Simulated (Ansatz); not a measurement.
This geometry of C$_{4}$H$_{13}$NSi (19 atoms, charge 0, multiplicity 1) is a first-order saddle point.

All numbers below come from RKS PBE-D4/6-31G in Ansatz.

```xyz
19
Properties=species:S:1:pos:R:3
C 2.044 -0.104 -0.022
C 0.682 -0.691 0.382
N 0.858 -2.124 0.659
C -0.371 -0.543 -0.740
C -0.840 0.909 -0.982
Si -1.992 1.624 0.406
H 2.428 -0.634 -0.910
H 1.970 0.973 -0.246
H 2.779 -0.221 0.796
H 0.314 -0.117 1.271
H 1.629 -2.336 1.296
H -0.001 -2.607 0.931
H -1.244 -1.180 -0.491
H 0.065 -0.967 -1.665
H -1.402 0.968 -1.931
H 0.030 1.580 -1.097
H -1.610 3.041 0.790
H -3.439 1.648 -0.053
H -1.939 0.776 1.663
```

**Question.** Which two structures does it join? (They come from a converged band through this point; their orientation in space is the band's.)

**Answer.** No bond is made or broken. The dihedral C4–C5–Si6–H19 goes from -44 to 77°. The two ends are copies of one structure, up to a mirror image or an exchange of like atoms.

Initial state:

```xyz
19
Properties=species:S:1:pos:R:3
C 1.836 0.390 -0.111
C 0.758 -0.572 0.409
N 1.386 -1.868 0.704
C -0.366 -0.809 -0.624
C -1.146 0.455 -1.045
Si -1.978 1.425 0.408
H 2.271 -0.006 -1.045
H 1.421 1.394 -0.300
H 2.650 0.502 0.628
H 0.290 -0.102 1.314
H 2.204 -1.809 1.313
H 0.732 -2.589 1.019
H -1.078 -1.546 -0.199
H 0.095 -1.287 -1.510
H -1.952 0.174 -1.748
H -0.489 1.155 -1.594
H -0.987 2.252 1.204
H -3.032 2.374 -0.131
H -2.658 0.462 1.365
```

Final state:

```xyz
19
Properties=species:S:1:pos:R:3
C 1.868 -0.014 0.213
C 0.549 -0.777 0.406
N 0.851 -2.208 0.557
C -0.405 -0.613 -0.797
C -0.837 0.837 -1.099
Si -1.699 1.756 0.370
H 2.370 -0.362 -0.706
H 1.697 1.073 0.145
H 2.550 -0.189 1.065
H 0.035 -0.346 1.305
H 1.549 -2.415 1.274
H 0.025 -2.803 0.649
H -1.310 -1.227 -0.608
H 0.098 -1.054 -1.680
H -1.551 0.841 -1.944
H 0.028 1.444 -1.423
H -2.437 2.981 -0.138
H -2.710 0.845 1.043
H -0.716 2.224 1.426
```

**Question.** How far does it lie above each of them?

**Answer.** 1.3 kcal/mol above the first and 1.3 kcal/mol above the second. This is the barrier of this one path; another mechanism may lie lower. Limits of this set-up: no polarisation functions.

The run took 8.5 min on 1 thread of Arm Neoverse V1, with other jobs on the host, peak memory 0.16 GiB.
